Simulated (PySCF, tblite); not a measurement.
Isomers of C5H14OSSi2, one GFN2-xTB conformer each. Single-point energies are computed at PBE0/pcSseg-1 (PySCF, gas phase, no added dispersion term), electronic only.

Question: Rank them by PBE0/pcSseg-1 energy, lowest first (kcal/mol).
A. `[OH:1][Si@H:2]([CH2:3][CH:4]1[CH2:5][CH2:6][CH2:7]1)[SiH2:8][SH:9]` with H–O1–Si2–C3 -54°, O1–Si2–C3–C4 -47°, Si2–C3–C4–C5 -69°, O1–Si2–Si8–S9 168°, Si2–Si8–S9–H 175°, C3–C4–C5–C6 -132°, C4–C5–C6–C7 12°, C5–C6–C7–C4 -12°
B. `[CH3:1][Si:2]1([CH3:3])[CH2:4][C@@H:5]([S:6][SiH3:7])[CH2:8][O:9]1` with C4–C5–S6–Si7 -159°, C1–Si2–C4–C5 134°, Si2–C4–C5–S6 -157°, C4–C5–C8–O9 41°, C5–C8–O9–Si2 -27°
C. `[CH3:1][S:2][SiH2:3][CH2:4][C@H:5]([SiH3:6])[C:7]([CH3:8])=[O:9]` with C1–S2–Si3–C4 177°, S2–Si3–C4–C5 152°, Si3–C4–C5–Si6 148°, C4–C5–C7–C8 -179°
D. `[CH3:1][C@@H:2]([SiH3:3])[C@:4]([CH3:5])([CH:6]=[O:7])[S:8][SiH3:9]` with C1–C2–C4–C5 -61°, C2–C4–C6–O7 -18°, C2–C4–S8–Si9 46°
E. `[CH3:1][S:2][SiH2:3][SiH2:4][C:5]([CH3:6])([CH3:7])[CH:8]=[O:9]` with C1–S2–Si3–Si4 -172°, S2–Si3–Si4–C5 -55°, Si3–Si4–C5–C6 -163°, Si4–C5–C8–O9 37°

Answer: B (0.0), A (23.3), C (39.0), E (44.8), D (53.5).

As drawn, the lowest has an Si–O bond, which the highest lacks; the highest has a C=O bond, which the lowest lacks. GFN2-xTB itself gives, in the same order: 0.0, 3.5, 27.6, 43.3, 30.6. Both levels put the same isomer lowest; measured from each level's own lowest isomer, the values differ by up to 22.9 kcal/mol (C[C@@H]([SiH3])[C@](C)(C=O)S[SiH3]: 30.6 against 53.5).

Which frontier levels, dipoles and rotational constants go with these structures?

```tsv
SMILES	HOMO (eV, PBE0/pcSseg-1)	LUMO (eV)	dipole (D)	A, B, C (MHz)
C[Si]1(C)C[C@@H](S[SiH3])CO1	-6.84	0.19	1.24	2329, 457.3, 444.4
O[Si@H](CC1CCC1)[SiH2]S	-7.06	-0.57	2.25	1148, 657.8, 489.3
CS[SiH2]C[C@H]([SiH3])C(C)=O	-5.88	-1.29	5.12	2015, 461.2, 392.0
CS[SiH2][SiH2]C(C)(C)C=O	-6.46	-1.10	2.05	1788, 583.7, 553.9
C[C@@H]([SiH3])[C@](C)(C=O)S[SiH3]	-7.19	-0.89	1.69	1365, 705.3, 691.3
```

What happens when harmonic zero-point energies from GFN2-xTB frequencies are added?

```csv
SMILES,ZPE (kcal/mol),electronic (kcal/mol),with ZPE (kcal/mol)
C[Si]1(C)C[C@@H](S[SiH3])CO1,111.1,0.0,0.0
O[Si@H](CC1CCC1)[SiH2]S,110.3,23.3,22.5
CS[SiH2]C[C@H]([SiH3])C(C)=O,107.3,39.0,35.2
CS[SiH2][SiH2]C(C)(C)C=O,108.3,44.8,42.0
C[C@@H]([SiH3])[C@](C)(C=O)S[SiH3],106.0,53.5,48.4
```

The zero-point energies span 5.1 kcal/mol. The order is unchanged.
